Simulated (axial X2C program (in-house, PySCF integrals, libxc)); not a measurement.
## A run on BeTl²⁺ that gave no curve

A calculation with an in-house all-electron X2C program for linear molecules (integrals from PySCF) was to scan the bond of BeTl²⁺, spin-free and two-component.

Input file and command:
```json
{"zs": [81, 4], "q": 2, "bas": ["dyall-v3z", "dyall-v3z"], "levels": ["PBE0", "HF", "r2SCAN0", "LDA"], "cc": false, "r0": 2.46, "npts": 10, "nst": 2, "ntry": 6}
```
```bash
python so2c.py task.json out
```

Keys: zs atomic numbers; q charge; bas basis sets; levels methods; cc coupled cluster on or off; r0 starting distance in Å; npts points on the curve; nst determinants followed; ntry starts of the search. HF also brings MP2.

Outcome:

The PBE0 distance search ended without bracketing a minimum (the end of its range of 0.55 to 2.1 times the start, unconverged steps or the time limit), so no curve was computed. This does not show that the molecule is unbound.
